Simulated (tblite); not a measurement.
Record of a relaxation.

C5H14ClGeN.
Atom-mapped SMILES: `[CH3:1][C:2]([CH3:3])([CH3:4])[CH2:5][Ge@H:6]([NH2:7])[Cl:8]` (hydrogens: H9, H10, H11 on C1; H12, H13, H14 on C3; H15, H16, H17 on C4; H18, H19 on C5; H20 on Ge6; H21, H22 on N7)

Computed with GFN2-xTB (tblite), gas phase: L-BFGS steps from a force-field or distance-geometry start until the largest atomic force falls under 0.01 eV/Å. 9 of its 75 geometries are shown.

Step 0: E = -742.3009 eV, largest atomic force 1.905 eV/Å
```
atom  x, y, z in Å  |  force x, y, z in eV/Å
C1     -1.119    0.083    1.327   -1.429   0.189   0.858
C2     -0.906    0.026   -0.169   -0.047  -0.362   0.210
C3     -2.040    0.762   -0.808   -1.552   0.557  -0.149
C4     -0.999   -1.421   -0.618    1.045  -0.582   0.200
C5      0.408    0.635   -0.589    0.390   0.498  -1.206
Ge6     1.935   -0.244    0.211    0.871  -0.216   0.479
N7      3.300    0.993    0.547    1.472  -1.207  -0.075
Cl8     2.800   -1.735   -1.120   -0.198   0.122   0.255
H9     -0.996    1.118    1.696    0.159  -0.634  -0.008
H10    -2.205   -0.189    1.507    1.158   0.201   0.094
H11    -0.519   -0.645    1.888   -0.113   0.541  -0.153
H12    -2.973    0.526   -0.221    0.679   0.478  -0.760
H13    -2.229    0.440   -1.846    0.262   0.409   0.382
H14    -1.833    1.837   -0.752   -0.423  -0.191  -0.221
H15    -0.599   -2.064    0.218   -0.562   0.254  -1.102
H16    -0.340   -1.528   -1.504   -0.615  -0.356   0.430
H17    -2.037   -1.642   -0.875    0.385  -0.419   0.189
H18     0.523    0.512   -1.703   -0.228   0.394   0.811
H19     0.489    1.715   -0.352   -0.236  -0.527  -0.147
H20     1.491   -0.856    1.566    0.602  -0.030  -0.292
H21     3.824    1.242   -0.327   -0.683  -0.170   0.950
H22     4.018    0.455    1.121   -0.935   1.053  -0.744
```

Step 9: E = -742.8576 eV, largest atomic force 0.313 eV/Å
```
atom  x, y, z in Å  |  force x, y, z in eV/Å
C1     -1.157    0.103    1.354    0.030  -0.017  -0.112
C2     -0.946    0.020   -0.169   -0.087   0.021   0.005
C3     -2.086    0.813   -0.841    0.031  -0.079  -0.016
C4     -0.989   -1.458   -0.625   -0.084   0.162   0.063
C5      0.396    0.635   -0.595   -0.027  -0.084   0.103
Ge6     1.974   -0.273    0.213    0.263   0.043   0.164
N7      3.349    0.891    0.551   -0.134   0.011  -0.058
Cl8     2.758   -1.780   -1.089   -0.065  -0.082  -0.047
H9     -0.981    1.112    1.730   -0.051  -0.066  -0.151
H10    -2.182   -0.182    1.590    0.071   0.023   0.031
H11    -0.494   -0.574    1.891   -0.019   0.054  -0.093
H12    -3.024    0.605   -0.329   -0.031  -0.055  -0.120
H13    -2.191    0.527   -1.885    0.037   0.044  -0.009
H14    -1.929    1.892   -0.796    0.124  -0.159   0.057
H15    -0.595   -2.125    0.146    0.017   0.160  -0.064
H16    -0.390   -1.609   -1.527   -0.167   0.094   0.100
H17    -2.013   -1.765   -0.838    0.059   0.014   0.056
H18     0.485    0.577   -1.682   -0.013  -0.027  -0.004
H19     0.444    1.694   -0.340   -0.044  -0.050   0.129
H20     1.698   -0.914    1.560    0.122  -0.084  -0.007
H21     3.777    1.280   -0.279    0.042   0.054   0.083
H22     4.085    0.550    1.159   -0.076   0.021  -0.112
```

Step 18: E = -742.9419 eV, largest atomic force 0.164 eV/Å
```
atom  x, y, z in Å  |  force x, y, z in eV/Å
C1     -1.177    0.117    1.342    0.061  -0.031  -0.081
C2     -0.980    0.007   -0.171    0.029   0.036  -0.016
C3     -2.081    0.812   -0.880    0.073  -0.027   0.010
C4     -1.026   -1.456   -0.619   -0.062   0.069   0.059
C5      0.387    0.593   -0.541   -0.010   0.036   0.012
Ge6     2.003   -0.308    0.228    0.057   0.076   0.096
N7      3.338    0.908    0.534   -0.069  -0.048  -0.039
Cl8     2.695   -1.831   -1.100    0.036  -0.039  -0.105
H9     -1.000    1.142    1.665   -0.125  -0.056   0.025
H10    -2.180   -0.191    1.634    0.034   0.046  -0.021
H11    -0.459   -0.529    1.844   -0.029   0.026   0.097
H12    -3.055    0.583   -0.450    0.029  -0.018  -0.003
H13    -2.123    0.573   -1.941    0.096   0.042  -0.006
H14    -1.900    1.879   -0.766   -0.052  -0.012  -0.019
H15    -0.554   -2.081    0.138    0.065  -0.072  -0.114
H16    -0.490   -1.571   -1.562   -0.121  -0.076   0.081
H17    -2.051   -1.796   -0.754    0.010  -0.008   0.037
H18     0.492    0.580   -1.627    0.057  -0.012  -0.046
H19     0.426    1.637   -0.234    0.070   0.058   0.062
H20     1.879   -0.999    1.575   -0.034   0.018   0.017
H21     3.766    1.367   -0.258   -0.090  -0.012   0.003
H22     4.080    0.584    1.141   -0.024   0.002  -0.046
```

Step 28: E = -743.0052 eV, largest atomic force 0.180 eV/Å
```
atom  x, y, z in Å  |  force x, y, z in eV/Å
C1     -1.199    0.135    1.347   -0.029  -0.038  -0.094
C2     -0.955    0.005   -0.158    0.011   0.013  -0.055
C3     -2.019    0.811   -0.914    0.015   0.016  -0.022
C4     -1.061   -1.459   -0.593    0.000   0.016   0.017
C5      0.428    0.571   -0.489   -0.009  -0.002  -0.017
Ge6     2.024   -0.378    0.243   -0.095   0.135   0.073
N7      3.285    0.905    0.514    0.083  -0.040  -0.002
Cl8     2.666   -1.839   -1.182    0.066  -0.033   0.010
H9     -1.119    1.179    1.652   -0.007  -0.091   0.008
H10    -2.193   -0.226    1.602   -0.012  -0.002   0.026
H11    -0.466   -0.452    1.900   -0.038   0.066  -0.012
H12    -3.014    0.506   -0.593    0.016   0.034  -0.023
H13    -1.941    0.643   -1.986    0.024  -0.012  -0.003
H14    -1.909    1.878   -0.732   -0.005   0.003   0.057
H15    -0.466   -2.100    0.057    0.019   0.023   0.009
H16    -0.705   -1.591   -1.615   -0.008   0.070   0.052
H17    -2.098   -1.790   -0.554    0.045  -0.020   0.062
H18     0.571    0.612   -1.572   -0.063  -0.058  -0.005
H19     0.493    1.600   -0.130    0.008  -0.038   0.027
H20     1.962   -1.048    1.610   -0.034  -0.040  -0.096
H21     3.624    1.438   -0.275   -0.063  -0.022  -0.008
H22     4.083    0.621    1.063    0.076   0.019  -0.004
```

Step 37: E = -743.0262 eV, largest atomic force 0.111 eV/Å
```
atom  x, y, z in Å  |  force x, y, z in eV/Å
C1     -1.226    0.136    1.346   -0.011   0.008  -0.031
C2     -0.954    0.008   -0.151    0.019  -0.002  -0.027
C3     -1.994    0.820   -0.930   -0.014   0.020   0.014
C4     -1.065   -1.455   -0.571    0.022  -0.014  -0.007
C5      0.434    0.564   -0.478    0.025  -0.020   0.025
Ge6     2.032   -0.386    0.249   -0.091   0.023   0.059
N7      3.297    0.889    0.520   -0.001   0.031  -0.005
Cl8     2.697   -1.833   -1.175    0.058  -0.054  -0.043
H9     -1.183    1.180    1.650   -0.001  -0.009   0.031
H10    -2.213   -0.254    1.585    0.008   0.004   0.022
H11    -0.484   -0.424    1.914   -0.031   0.025  -0.003
H12    -2.998    0.496   -0.666   -0.024   0.002  -0.011
H13    -1.863    0.685   -2.002    0.005   0.023   0.023
H14    -1.906    1.879   -0.700   -0.005   0.030  -0.012
H15    -0.407   -2.080    0.031    0.024   0.009   0.012
H16    -0.787   -1.572   -1.616    0.000  -0.019  -0.012
H17    -2.088   -1.806   -0.444    0.019  -0.031   0.005
H18     0.561    0.600   -1.565    0.004   0.008   0.062
H19     0.508    1.587   -0.105   -0.017  -0.012  -0.057
H20     1.943   -1.103    1.584   -0.007  -0.017   0.001
H21     3.542    1.446   -0.285    0.033   0.047  -0.003
H22     4.147    0.643    1.008   -0.014  -0.054  -0.040
```

Step 46: E = -743.0330 eV, largest atomic force 0.059 eV/Å
```
atom  x, y, z in Å  |  force x, y, z in eV/Å
C1     -1.244    0.139    1.347    0.009   0.013   0.001
C2     -0.960    0.011   -0.150    0.016  -0.009  -0.002
C3     -1.991    0.831   -0.935   -0.014  -0.006   0.007
C4     -1.059   -1.456   -0.564    0.007  -0.019   0.005
C5      0.431    0.560   -0.470    0.016  -0.004  -0.006
Ge6     2.029   -0.389    0.255   -0.057  -0.016   0.002
N7      3.293    0.892    0.520    0.020  -0.006   0.017
Cl8     2.734   -1.834   -1.168   -0.002   0.009   0.005
H9     -1.210    1.181    1.657   -0.014   0.017  -0.013
H10    -2.227   -0.261    1.586    0.022   0.013  -0.013
H11    -0.499   -0.409    1.921   -0.009  -0.022  -0.009
H12    -2.999    0.501   -0.698   -0.008  -0.009   0.000
H13    -1.836    0.716   -2.006   -0.004   0.012   0.012
H14    -1.911    1.887   -0.687    0.001  -0.005  -0.006
H15    -0.368   -2.062    0.022    0.012   0.007  -0.002
H16    -0.811   -1.577   -1.617    0.004   0.012   0.007
H17    -2.066   -1.833   -0.401   -0.007   0.003  -0.004
H18     0.567    0.586   -1.555   -0.019   0.004   0.012
H19     0.504    1.590   -0.114    0.005  -0.016  -0.008
H20     1.932   -1.129    1.579    0.022   0.035  -0.015
H21     3.522    1.469   -0.278   -0.020   0.010   0.011
H22     4.159    0.607    0.954    0.021  -0.024  -0.001
```

Step 56: E = -743.0355 eV, largest atomic force 0.028 eV/Å
```
atom  x, y, z in Å  |  force x, y, z in eV/Å
C1     -1.248    0.144    1.343    0.006   0.003   0.005
C2     -0.961    0.012   -0.151    0.006  -0.004   0.004
C3     -1.995    0.831   -0.934    0.008  -0.010   0.000
C4     -1.052   -1.457   -0.561   -0.002  -0.001  -0.003
C5      0.429    0.560   -0.475    0.000   0.006   0.000
Ge6     2.024   -0.390    0.256   -0.023  -0.015  -0.004
N7      3.298    0.877    0.531    0.009   0.010   0.016
Cl8     2.741   -1.831   -1.165   -0.016  -0.005   0.009
H9     -1.215    1.188    1.648    0.001  -0.001   0.004
H10    -2.234   -0.253    1.577    0.013   0.010   0.006
H11    -0.507   -0.407    1.920   -0.004  -0.004   0.010
H12    -3.002    0.492   -0.704    0.009   0.002  -0.009
H13    -1.833    0.729   -2.005   -0.015  -0.006  -0.006
H14    -1.920    1.886   -0.676   -0.014  -0.012   0.000
H15    -0.347   -2.054    0.018   -0.002   0.007   0.001
H16    -0.813   -1.575   -1.616    0.003  -0.003  -0.011
H17    -2.053   -1.844   -0.388   -0.014   0.002  -0.002
H18     0.556    0.583   -1.560    0.024  -0.004   0.008
H19     0.506    1.590   -0.122   -0.004   0.003   0.001
H20     1.940   -1.115    1.588   -0.014  -0.003  -0.024
H21     3.498    1.491   -0.246    0.008   0.019   0.006
H22     4.177    0.562    0.917    0.023   0.005  -0.010
```

Step 65: E = -743.0373 eV, largest atomic force 0.019 eV/Å
```
atom  x, y, z in Å  |  force x, y, z in eV/Å
C1     -1.246    0.150    1.341    0.000   0.001   0.007
C2     -0.959    0.013   -0.154   -0.001   0.000   0.008
C3     -2.000    0.825   -0.934    0.005  -0.007   0.005
C4     -1.047   -1.456   -0.562    0.001   0.001   0.004
C5      0.431    0.565   -0.477   -0.010   0.007  -0.006
Ge6     2.025   -0.384    0.258   -0.017  -0.007   0.003
N7      3.315    0.865    0.545    0.002   0.002   0.008
Cl8     2.725   -1.839   -1.157    0.000   0.002   0.003
H9     -1.206    1.194    1.644    0.010   0.000   0.000
H10    -2.236   -0.237    1.575    0.002  -0.003   0.000
H11    -0.513   -0.406    1.923    0.006  -0.002  -0.006
H12    -3.003    0.472   -0.703    0.005   0.003  -0.012
H13    -1.842    0.728   -2.007    0.003  -0.001   0.010
H14    -1.939    1.879   -0.670   -0.001  -0.007  -0.013
H15    -0.340   -2.051    0.016   -0.006  -0.002  -0.001
H16    -0.811   -1.575   -1.618    0.001   0.003   0.006
H17    -2.048   -1.845   -0.386    0.002   0.004  -0.002
H18     0.564    0.580   -1.562    0.005   0.006  -0.005
H19     0.502    1.597   -0.131    0.000   0.003   0.002
H20     1.922   -1.114    1.584    0.002  -0.007  -0.003
H21     3.484    1.528   -0.199   -0.004   0.004  -0.003
H22     4.210    0.531    0.873   -0.004  -0.001  -0.006
```

Step 74: E = -743.0377 eV, largest atomic force 0.008 eV/Å
```
atom  x, y, z in Å  |  force x, y, z in eV/Å
C1     -1.243    0.151    1.342   -0.001   0.001   0.002
C2     -0.958    0.014   -0.153   -0.003   0.001   0.002
C3     -1.999    0.822   -0.937    0.001  -0.002   0.000
C4     -1.047   -1.455   -0.560    0.001   0.004   0.000
C5      0.431    0.569   -0.477   -0.005  -0.002   0.001
Ge6     2.021   -0.384    0.259    0.001  -0.003  -0.001
N7      3.314    0.863    0.550    0.000  -0.001   0.000
Cl8     2.721   -1.839   -1.155    0.003   0.000  -0.006
H9     -1.199    1.195    1.645    0.004   0.000   0.003
H10    -2.232   -0.234    1.577   -0.001   0.001   0.005
H11    -0.510   -0.407    1.922    0.001   0.001  -0.001
H12    -3.002    0.467   -0.712    0.001  -0.002   0.000
H13    -1.835    0.724   -2.008   -0.001   0.005  -0.002
H14    -1.944    1.876   -0.675    0.003  -0.001  -0.006
H15    -0.340   -2.052    0.016    0.002   0.005   0.004
H16    -0.813   -1.573   -1.616    0.001  -0.007  -0.002
H17    -2.048   -1.843   -0.382    0.000   0.002  -0.004
H18     0.565    0.586   -1.562    0.000  -0.003   0.000
H19     0.500    1.601   -0.130    0.001  -0.004   0.006
H20     1.921   -1.121    1.583   -0.005   0.002  -0.001
H21     3.471    1.537   -0.187   -0.007   0.004  -0.002
H22     4.214    0.522    0.857    0.003  -0.001   0.004
```

Problem. Summarise the path.

Solution. The energy falls by 16.99 kcal/mol from step 0 to step 74; nine tenths of that is first reached at step 22. It falls at every step. The largest force goes from 1.905 to 0.008 eV/Å. Among the bonds C5–Ge6 changes most, from 1.936 to 1.995 Å; the atoms move by 0.309 Å rms after alignment.

What follows is the cost of the whole relaxation. Hardware: one thread of an Arm Neoverse V1, shared host. Cost: 0.73 s wall.
